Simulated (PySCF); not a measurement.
Computed shifts of a molecule C5H7F, PySCF with PBE/pcSseg-1, GIAO, gas phase, atoms alike by connectivity averaged where their shifts nearly agree, in ppm (number of nuclei): ¹³C: 173.6 (1), 138.0 (1), 131.7 (1), 96.6 (1), 24.3 (1). ¹⁹F: -129.2 (1). ¹H: 6.52 (1), 6.10 (1), 4.98 (1), 4.65 (1), 2.25 (3). References: ¹³C against TMS (σ = 182.0 ppm); ¹⁹F against CFCl3 (σ = 133.6 ppm); ¹H against TMS (σ = 31.49 ppm), references at their B3LYP-D3(BJ)/def2-TZVP geometries, non-relativistic. Coordinates come from a r2SCAN-D4/def2-SVP optimisation. Other conformers were not sampled.

Task: Identify the compound among the candidates.
(A) C=C(F)/C=C/C
(B) C=C(F)C1CC1
(C) C[C@H]1C=C(F)C1
(D) CC1=CC[C@@H]1F

Result: A, C=C(F)/C=C/C
